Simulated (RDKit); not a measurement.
A run for RDKit: MMFF94 on C3H8S2 (SMILES CSCSC).

```python
from rdkit import Chem
from rdkit.Chem import AllChem, rdDetermineBonds

blocks = [
'''13

C     1.85939154    0.49379662    0.27421638
S     1.74516660   -1.11158365   -0.54960389
C    -0.04516922   -1.21412641   -0.83159134
S    -1.12147903   -1.14588985    0.63934714
C    -1.78221850    0.53873938    0.49791104
H     2.90944681    0.64923674    0.51633956
H     1.27948327    0.48359716    1.19642501
H     1.52238596    1.30108425   -0.37707853
H    -0.19758414   -2.18057293   -1.30912314
H    -0.36938096   -0.43839320   -1.52529273
H    -0.99655508    1.28864573    0.57350445
H    -2.33027558    0.66711148   -0.43504164
H    -2.47321167    0.66835467    1.32998769
''',
]
mol = None
for b in blocks:
    f = Chem.MolFromXYZBlock(b)
    rdDetermineBonds.DetermineBonds(f, charge=0)
    mol = f if mol is None else Chem.CombineMols(mol, f)
Chem.SanitizeMol(mol)
print(Chem.MolToSmiles(Chem.RemoveHs(mol)))
ff = AllChem.MMFFGetMoleculeForceField(mol, AllChem.MMFFGetMoleculeProperties(mol), nonBondedThresh=100.0, ignoreInterfragInteractions=False)
e = ff.CalcEnergy()
print(f'MMFF94 energy {e:.6f} kcal/mol')
```

It printed:

```
CSCSC
MMFF94 energy 0.362682 kcal/mol
```

The run finished.

Cost: very roughly 0.04 core-seconds.
